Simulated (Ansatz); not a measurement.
Ag₂Pd₂⁻, relaxed as a doublet with UKS r2SCAN-D4/def2-SVPD in Ansatz, starting from the GFN2-xTB geometry. Force threshold 0.02 eV/Å.

In the def2 sets Ag, Pd take a core potential; there is no spin–orbit coupling. The highest occupied level of the charge -1 doublet lies above zero (up to 0.02 eV). It is a level of β spin, whose loss leaves a triplet; that state wasn't run at this geometry and level. The electron is either unbound and held by the finite basis, or the level is raised by self-interaction error. The relaxation made no stability test and no search for a lower SCF solution. No other spin state of charge -1 was run. The structure comes from a short search, and lower isomers may exist.

Start:

```xyz
4

Pd   -0.990   -0.819   -0.173
Pd    0.938    0.777    0.152
Ag   -1.131    1.234    1.888
Ag    1.183   -1.191   -1.867
```

**Question.** Estimate the energy that the relaxation releases and the steps that it takes.

**Answer.** 13.0 kJ/mol, in 5 steps; 46 s on 4 threads of Arm Neoverse V1 on a shared host. No frequencies were taken in this run, so the end may be a saddle point.

**Question.** Does the start keep its bonding and symmetry?

**Answer.** By distances, no bond broke or formed. The bond that changes most is Pd1–Ag4, from 2.78 to 2.60 Å (atoms count from 1). The end is the same structure that another start reached, the lowest one found. Point group Cs at the start, C2h at the end, both within 0.05 Å.

**Question.** Predict the relaxed structure.

**Answer.** 
```
atom   x (Å)   y (Å)   z (Å)
 Pd1  -0.952  -0.805  -0.178
 Pd2   0.952   0.807   0.177
 Ag3  -1.077   1.143   1.765
 Ag4   1.078  -1.146  -1.763
```
Bond lengths (bridged metal pairs left out): 4 × Ag–Pd 2.60 to 2.76 Å; 1 × Pd–Pd 2.52 Å.
